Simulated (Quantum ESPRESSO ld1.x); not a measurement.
Results of a calculation; reference values are marked as such.
Pr+, configuration [Xe] 4f3 6s1. Level of theory: Dirac Kohn-Sham, LDA (Slater exchange, Hedin-Lundqvist correlation), spin-unpolarised, spherical densities, point nucleus; open shells fill j = l - 1/2 first (ld1.x of Quantum ESPRESSO 7.5).

Normalised radial functions P(r) = r R(r) (large component), r in bohr:

r           5p1/2   4f7/2
0.001562   0.0035  0.0000
0.002485   0.0064  0.0000
0.00392    0.0120  0.0000
0.006186   0.0229  0.0000
0.009838   0.0443  0.0000
0.01552    0.0819  0.0001
0.02449    0.1390  0.0004
0.03864    0.1978  0.0020
0.06145    0.1907  0.0097
0.09695    0.0199  0.0390
0.153     -0.2521  0.1303
0.2433    -0.2126  0.3470
0.3838     0.2946  0.6701
0.6056     0.3617  0.9040
0.9555    -0.4315  0.8477
1.52      -0.8860  0.5785
2.398     -0.5102  0.3045
3.783     -0.1105  0.1231
6.016     -0.0064  0.0321
9.492     -0.0001  0.0036

5p1/2: eigenvalue -29.469 eV, 3 radial nodes at r = 0.100, 0.301, 0.767 bohr, <r> = 1.70 bohr, 90 % of the charge inside 2.50 bohr. 4f7/2 (empty): eigenvalue -7.101 eV, 0 radial nodes, <r> = 1.19 bohr, 90 % of the charge inside 2.14 bohr.
